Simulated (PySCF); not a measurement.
Gas-phase reaction: SnH3Cl → SnH2 + Cl + H

Method: PySCF energies (xtb for GFN2) plus ideal-gas RRHO corrections (1 bar). † marks an energy on the PBE0/def2-TZVP geometry and frequencies; other levels use their own. CCSD(T) freezes the core. Open shells (unrestricted): Cl (multiplicity 2), H (multiplicity 2); the rest are closed-shell singlets. GFN2 has no spin-polarisation term. Spin-orbit splitting is ignored; it lowers the true energy and changes the entropy of Cl. Sn: scalar-relativistic def2 core potential, no spin-orbit coupling. SnH3Cl, SnH2: computed as isolated molecules; such fragments, hydroxides, amides, oligomers or adducts are transient or little studied in the gas. CCSD(T) isn't extrapolated to the basis-set limit.

HF/def2-TZVP† gives ΔH°(298 K) = 461 kJ.

Question: What do GFN2-xTB, CCSD(T)/def2-TZVPP†, PBE0/def2-SVP† give?

Answer: GFN2-xTB: 500 kJ; CCSD(T)/def2-TZVPP†: 581 kJ; PBE0/def2-SVP†: 575 kJ. For scale, ΔH°(298 K) is 461 kJ at this level, 594 kJ at ωB97M-V/def2-TZVP†, and runs from 461 to 668 kJ over the 18 levels computed.
